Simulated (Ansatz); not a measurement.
Calculated with Ansatz (gas phase, PBE0-D4/def2-TZVP geometries, no zero-point term in ΔE). CCSD(T)/CBS is the MP2 limit (def2-TZVPP, def2-QZVPP) plus CCSD(T) − MP2 in def2-TZVPP, frozen cores. This one scheme is used for every species. Functionals use def2-TZVPP. def2 core potentials past Kr. For In outer-core shells are correlated without core-valence functions, which leaves a few kJ/mol of doubt a bond. One conformer a species, not always the lowest.

`[CH3][InH][CH2][SiH3]` + `OBF` → `FBOC[SiH3]` + `[CH3][InH2]`  (substitution at a C–In bond)

| level | ΔE (eV) |
| --- | --- |
| r2SCAN-D4 | 1.06 |
| PBE | 1.02 |

Question: What does CCSD(T)/CBS give? (Best estimate.)

Answer: The calculation gave: +1.18 eV. The listed levels differ from it by -0.12, -0.16 eV.

Largest T1 diagnostic among the species: 0.013.

In def2-TZVPP, CCSD(T) changes the Hartree–Fock value by +0.23 eV (the triples alone add +0.03 eV) and MP2 by +0.37 eV.
